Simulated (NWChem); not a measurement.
System: SeBrCl; SMILES Cl[Se]Br

Results from NWChem. Pople sets run with spherical d functions. Geometry: optimised at PBE0/def2-SVP. Total energies compare along this basis series because the functional is fixed.

| level | basis functions | energy (Ha) | highest occupied level (eV) | orbital gap (eV) | dipole (D) |
|---|---|---|---|---|---|
| PBE/STO-3G | 45 | -5375.0214 | -3.27 | 2.55 | 1.34 |
| PBE/3-21G | 57 | -5408.9622 | -5.67 | 1.78 | 1.42 |
| PBE/6-31G* | 82 | -5434.3636 | -5.74 | 1.86 | 0.94 |
| PBE/6-311G** | 114 | -5434.9324 | ? | 1.88 | ? |

### Question
Some entries are withheld; supply them.

### Answer

- PBE/6-311G**, highest occupied level (eV): -5.81
- PBE/6-311G**, dipole (D): 1.01
